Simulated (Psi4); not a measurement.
# MP2, SCS-MP2 and SOS-MP2 from spin components

System: hydrogen chloride (HCl), singlet, at a GFN2-xTB geometry. Level: MP2/def2-SV(P) in Psi4 1.11. Sums are taken with unrounded values, so a last digit can differ.

Psi4 was given this input:
```
memory 2 GB

molecule mol {
0 1
  Cl   -0.000000   -0.000000   -0.070946
  H     0.000000    0.000000    1.206076
}

set basis def2-sv(p)
set reference rhf
set freeze_core true

energy('mp2')
print_variables()
```

It gave an SCF energy of -459.928104 Eh, a same-spin correlation energy of -0.033591 Eh and an opposite-spin one of -0.102899 Eh.

Q: Work out the MP2, SCS-MP2 (6/5 and 1/3) and SOS-MP2 (1.3 and 0) correlation and total energies.

A: MP2: -0.102899 + (-0.033591) = -0.136490 Eh, total -460.064594 Eh, as the program printed. SCS-MP2: 1.2 × (-0.102899) + (-0.033591)/3 = -0.134675 Eh, total -460.062779 Eh. SOS-MP2: 1.3 × (-0.102899) = -0.133768 Eh, total -460.061872 Eh. Opposite spins carry 75 % of the MP2 correlation; same-spin pairs are already kept apart by exchange.
